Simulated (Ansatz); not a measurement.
Reaction (ligand exchange at the Si–O bond): `O[SiH2][O][GeH2][OH]` + `O[Si](O)(O)O` → `O[SiH2]O[Si](O)(O)O` + `[OH][GeH2][OH]`

Isolated molecules relaxed with PBE0-D4/def2-TZVP in Ansatz; ΔE leaves out vibrations. CCSD(T)/CBS is the MP2 limit (def2-TZVPP, def2-QZVPP) plus CCSD(T) − MP2 in def2-TZVPP, frozen cores. This one scheme is used for every species. Functionals use def2-TZVPP. For Ge outer-core shells are correlated without core-valence functions, which leaves a few kJ/mol of doubt a bond. Scalar relativity is left out up to krypton. One conformer a species, not always the lowest.

`O[SiH2][O][GeH2][OH]`:

```xyz
11

O     0.053   -2.122   -1.541
Si   -0.398   -1.496   -0.092
O     0.472   -0.177    0.314
Ge    0.324    1.560   -0.007
O    -0.512    2.306    1.360
H     0.909   -2.547   -1.598
H    -0.183   -2.489    0.989
H    -1.828   -1.152   -0.269
H    -0.580    1.810   -1.216
H     1.766    2.072   -0.123
H    -0.024    2.237    2.183
```

`O[Si](O)(O)O`:

```xyz
9

O    -1.343    0.645    0.665
Si    0.000    0.000    0.000
O     0.772    1.223   -0.755
O    -0.247   -1.153   -1.127
O     0.818   -0.714    1.217
H    -1.784    1.329    0.161
H     1.413    0.977   -1.423
H    -0.427   -2.037   -0.803
H     0.799   -0.270    2.066
```

`O[SiH2]O[Si](O)(O)O`:

Cartesian coordinates in Å:
```
O -0.186 -2.178 -1.200
Si 0.693 -1.871 0.144
O 0.849 -0.247 0.368
Si -0.112 1.044 0.194
O -0.678 1.665 1.585
O -1.407 0.482 -0.644
O 0.704 2.243 -0.549
H -0.961 -1.616 -1.306
H 0.058 -2.434 1.361
H 2.037 -2.446 -0.074
H -0.135 2.322 2.022
H -2.185 1.040 -0.666
H 1.324 1.994 -1.236
```

`[OH][GeH2][OH]`:

Cartesian coordinates in Å:
```
O 0.948 -0.723 -1.011
Ge -0.024 -0.282 0.408
O -0.054 1.477 0.630
H 0.434 -0.787 -1.818
H -1.461 -0.806 0.203
H 0.718 -0.819 1.628
H -0.560 1.940 -0.040
```

```
         level  ΔE (kJ/mol)
       PBE0-D4         -4.4
CCSD/CBS(def2)         -2.8
```

Task: What does CCSD(T)/CBS give? (Estimate.)

Result: The calculation gave: -3.5 kJ/mol. The listed levels differ from it by -0.9, 0.7 kJ/mol.

Largest T1 diagnostic among the species: 0.012.

In def2-TZVPP, CCSD(T) changes the Hartree–Fock value by −3.9 kJ/mol (the triples alone add −0.7 kJ/mol) and MP2 by −3.6 kJ/mol. The D4 term adds −4.0 kJ/mol with B3LYP and −2.3 kJ/mol with PBE0; it sums over pairs of atoms, weighted by their polarisabilities, and B3LYP, whose exchange is more repulsive, gets the larger term.

B3LYP here is the variant with VWN-RPA as its local correlation; programs differ in this.
